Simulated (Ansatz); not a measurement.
Reaction (redistribution): `C[Si](C)(C)N` + `B[Si](C)(N)F` → `C[Si](C)(N)N` + `B[Si](C)(C)F`

Computed with Ansatz on PBE0-D4/def2-TZVP structures; ΔE is electronic, products minus reactants. CCSD(T)/CBS is the MP2 limit (def2-TZVPP, def2-QZVPP) plus CCSD(T) − MP2 in def2-TZVPP, frozen cores. Functionals use def2-TZVPP. B3LYP here is the variant with VWN-RPA as its local correlation; programs differ in this. Each species was taken in one conformer, which may not be the lowest.

```
             level  ΔE (kJ/mol)  difference from CCSD(T)/CBS
          B3LYP-D4          4.1                          1.2
           ωB97M-V          4.1                          1.2
            B2PLYP          3.8                          0.9
               PBE          4.8                          1.9
            r2SCAN          3.0                          0.1
              PBE0          3.4                          0.5
     HF/def2-TZVPP          2.0                         -0.9
SCS-MP2/def2-QZVPP          3.2                          0.3
     MP2/CBS(def2)          3.3                          0.4
    CCSD/CBS(def2)          2.6                         -0.3
       CCSD(T)/CBS          2.9                            0
```

Largest T1 diagnostic among the species: 0.011.
